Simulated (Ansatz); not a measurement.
Molecule: BO, net charge 0, doublet state. 
Geometry from a B3LYP-D3(BJ)/def2-TZVP (Ansatz, a program for electronic structure) optimisation:
SMILES: O=[B]
```xyz
2

B      0.0000     0.0000    -0.7398
O      0.0000     0.0000     0.4623
```
Charge 0, spin multiplicity 2.

Basis-set convergence of Hartree-Fock and CCSD correlation energies (hartree) with Ansatz. Correlated levels leave the core frozen unless marked. Open shells are spin-unrestricted. No spin-orbit coupling. No relativistic terms.

```json
[
 {"basis": "aug-cc-pVDZ", "functions": "46", "E(HF)": "-99.53218", "E(corr, CCSD)": "-0.25418"},
 {"basis": "aug-cc-pVTZ", "functions": "92", "E(HF)": "-99.55760", "E(corr, CCSD)": "-0.30320"},
 {"basis": "aug-cc-pVQZ", "functions": "160", "E(HF)": "-99.56458", "E(corr, CCSD)": "-0.32094"}
]
```

Extrapolating the two largest sets (X = 3 and 4) as X^-3: E(corr) = (64·(-0.32094) - 27·(-0.30320))/37 = -0.3339 Eh, an estimate of the basis-set limit. The largest set recovers 96.1 % of it, the smallest 76.1 %.
